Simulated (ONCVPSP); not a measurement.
Reading a pseudo-wave (C)

Columns: radius, all-electron u(r) and pseudo u(r) of the 2p shell (level -5.29 eV) of carbon in the configuration [He] 2s2 2p2; PBE, non-relativistic, ONCV scheme, ONCVPSP 4.0.1.

| r (bohr) | all-electron | pseudo |
| --- | --- | --- |
| 0.085 | 0.0356 | 0.0176 |
| 0.170 | 0.1131 | 0.0678 |
| 0.255 | 0.2050 | 0.1441 |
| 0.340 | 0.2973 | 0.2370 |
| 0.425 | 0.3829 | 0.3361 |
| 0.510 | 0.4583 | 0.4315 |
| 0.595 | 0.5225 | 0.5160 |
| 0.680 | 0.5762 | 0.5850 |
| 0.765 | 0.6199 | 0.6371 |
| 0.850 | 0.6539 | 0.6735 |
| 0.935 | 0.6789 | 0.6965 |
| 1.020 | 0.6957 | 0.7092 |
| 1.105 | 0.7053 | 0.7144 |
| 1.190 | 0.7089 | 0.7141 |
| 1.275 | 0.7072 | 0.7098 |
| 1.360 | 0.7013 | 0.7023 |
| 1.445 | 0.6918 | 0.6921 |
| 1.530 | 0.6794 | 0.6795 |
| 1.615 | 0.6647 | 0.6648 |
| 1.700 | 0.6483 | 0.6483 |
| 1.785 | 0.6305 | 0.6305 |
| 1.870 | 0.6117 | 0.6117 |
| 1.955 | 0.5923 | 0.5923 |
| 2.040 | 0.5723 | 0.5723 |
| 2.125 | 0.5522 | 0.5522 |
| 2.210 | 0.5320 | 0.5320 |

(1) How many radial nodes do the two functions have?

(2) At about which radius was the pseudo-wave matched?

(3) Is the pseudo-wave norm-conserving?

Answers

(1) The all-electron 2p function has n − l − 1 = 0; the pseudo-wave has 0.

(2) 1.70 bohr. The columns agree to 0.0005 from 1.45 bohr on; several derivatives are matched, so the curves merge somewhat inside the radius.

(3) Yes: the ONCV scheme keeps the norm inside the radius equal to the all-electron one, which fixes the energy derivative of the logarithmic derivative at the level.
